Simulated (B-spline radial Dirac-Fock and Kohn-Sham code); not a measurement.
## Scattering functions of Ta⁺

System: the Ta⁺ ion, [Xe] 4f14 5d3 6s1.

The run's input, task.json:

```json
{"items": [{
  "Z": 73,
  "q": 1,
  "cfg": [[1, 0, 2], [2, 0, 2], [2, 1, 6], [3, 0, 2], [3, 1, 6], [3, 2, 10], [4, 0, 2], [4, 1, 6], [4, 2, 10], [4, 3, 14], [5, 0, 2], [5, 1, 6], [5, 2, 3], [6, 0, 1]],
  "A": 181,
  "rrms": 5.3507,
  "do": ["scatter"],
  "s": [0.0, 0.05, 0.1, 0.15, 0.2, 0.25, 0.3, 0.35, 0.4, 0.45, 0.5, 0.6, 0.7, 0.8, 0.9, 1.0, 1.1, 1.2, 1.4, 1.6, 1.8, 2.0, 2.5, 3.0, 3.5, 4.0, 5.0, 6.0],
  "pz": [0, 0.1, 0.15, 0.22, 0.32, 0.47, 0.68, 1.0, 1.5, 2.2, 3.2, 4.7, 6.8, 10.0, 15.0, 22.0, 32.0, 47.0, 69.0, 100.0, 150.0],
  "hv_scatter": [2000, 5000, 8047.8, 17479.3, 30000, 50000, 100000, 200000]
}]}
```

Launch: `python xray_run.py task.json out`

Calculated with a B-spline atomic structure program, using relativistic Hartree-Fock (Dirac-Fock) wave functions, averaged over the configuration. f₀ is the Fourier transform of the spherical electron density, S the Waller-Hartree incoherent function, and s = sin θ/λ. The electron scattering factor follows from the Mott-Bethe formula f_e = 0.023934 Å⁻¹·(Z − f₀)/s².

```csv
s (Å⁻¹),f₀,S,f_e (Å)
0,72.000,0.000,–
0.05,71.037,1.207,18.791
0.1,68.540,3.747,10.674
0.15,65.263,6.389,8.230
0.2,61.745,8.942,6.734
0.25,58.225,11.408,5.658
0.3,54.802,13.756,4.839
0.35,51.535,15.985,4.194
0.4,48.462,18.105,3.671
0.45,45.601,20.107,3.238
0.5,42.953,21.976,2.877
0.6,38.239,25.310,2.311
0.7,34.181,28.207,1.896
0.8,30.663,30.815,1.583
0.9,27.620,33.219,1.341
1,25.016,35.452,1.148
1.1,22.820,37.539,0.993
1.2,20.995,39.501,0.864
1.4,18.253,43.107,0.669
1.6,16.356,46.299,0.530
1.8,14.916,49.046,0.429
2,13.678,51.355,0.355
2.5,10.855,55.622,0.238
3,8.454,58.570,0.172
3.5,6.748,60.801,0.129
4,5.685,62.566,0.101
5,4.572,65.162,0.066
6,3.817,66.936,0.046
```

f₀ starts at the number of electrons, 72, and has fallen to half at s ≈ 0.66 Å⁻¹. The sum of ⟨r²⟩ over the electrons is 54.39 bohr². For an ion f_e diverges as s goes to zero, because of the net charge.
